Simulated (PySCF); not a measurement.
Isomers of C8H16O. Computed with PySCF 2.14.0, PBE0-D3(BJ)/def2-SVP geometry optimisation, gas phase. Energies are electronic, without zero-point or thermal terms, for one conformer each. No frequencies were run at this level. Point groups hold within 0.08 Å.

Question: Rank from lowest to highest electronic energy at this level (kcal/mol).
A. `[CH3:1][C:2]1([CH3:3])[CH2:4][CH2:5][CH2:6][C@@H:7]([OH:8])[CH2:9]1` with C6–C7–O8–H 178°, C1–C2–C4–C5 -70°, C2–C4–C5–C6 -55°, C4–C5–C6–C7 55°, C5–C6–C7–O8 -176° (3,3-dimethylcyclohexanol)
B. `[CH3:1][O:2][CH2:3][CH:4]1[CH2:5][CH2:6][CH2:7][CH2:8][CH2:9]1` with C1–O2–C3–C4 177°, O2–C3–C4–C5 -60°, C3–C4–C5–C6 180°, C4–C5–C6–C7 55°, C5–C6–C7–C8 -55°, C6–C7–C8–C9 55°
C. `[CH3:1][CH2:2][CH2:3][CH2:4][C@@H:5]([CH:6]=[O:7])[CH2:8][CH3:9]` with C1–C2–C3–C4 -179°, C2–C3–C4–C5 179°, C3–C4–C5–C6 65°, C4–C5–C6–O7 -119°, C4–C5–C8–C9 173° (2-ethylhexanal)

Answer: A (0.0), B (11.1), C (14.9).

As drawn, the lowest has an O–H bond and a quaternary carbon, which the highest lacks; the highest has a C=O bond, which the lowest lacks.

```tsv
SMILES	E (Eh)	E rel (kcal/mol)	dipole (D)	point group	A, B, C (MHz)
CC1(C)CCC[C@@H](O)C1	-389.00500	0.0	1.47	C1	2326, 1290, 1051
COCC1CCCCC1	-388.98730	11.1	1.00	C1	3803, 827.6, 718.6
CCCC[C@@H](C=O)CC	-388.98119	14.9	2.68	C1	3000, 669.6, 576.8
```
